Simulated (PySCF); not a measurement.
# Polarisability and C₆ of Ti²⁺ (titanium, charge +2)

[Ar] 3d2, high-spin 3F determinant. All numbers are calculated (PySCF 2.14, the non-relativistic Hamiltonian (point nucleus), in aug-cc-pwCVTZ). Coupled (time-dependent) response in atomic units; α is the mean over directions.

```tsv
method	mean α (bohr³)	C₆ (like pair)	S(−4)
PBE0	4.807	14.51	18.93
```

S(−4) is the Cauchy moment in α(ω) = α(0) + S(−4) ω² + …

α(iu) at PBE0:

```json
{"u (hartree)": "0", "α(iu) (bohr³)": "4.807"}
{"u (hartree)": "0.0500", "α(iu) (bohr³)": "4.760"}
{"u (hartree)": "0.100", "α(iu) (bohr³)": "4.632"}
{"u (hartree)": "0.200", "α(iu) (bohr³)": "4.236"}
{"u (hartree)": "0.300", "α(iu) (bohr³)": "3.812"}
{"u (hartree)": "0.500", "α(iu) (bohr³)": "3.126"}
{"u (hartree)": "0.750", "α(iu) (bohr³)": "2.527"}
{"u (hartree)": "1.00", "α(iu) (bohr³)": "2.088"}
{"u (hartree)": "1.50", "α(iu) (bohr³)": "1.474"}
{"u (hartree)": "2.00", "α(iu) (bohr³)": "1.078"}
{"u (hartree)": "3.00", "α(iu) (bohr³)": "0.6372"}
{"u (hartree)": "5.00", "α(iu) (bohr³)": "0.2961"}
```

A single London oscillator, α(iu) = α/(1 + u²/ω²), gives C₆ = (3/4) ω α². Matching the computed C₆ needs ω = 4 × 14.51 / (3 × 4.807²) = 0.837 hartree.

For an ion, C₆ is the dispersion term alone; charge-induced terms of lower order in 1/R come first.
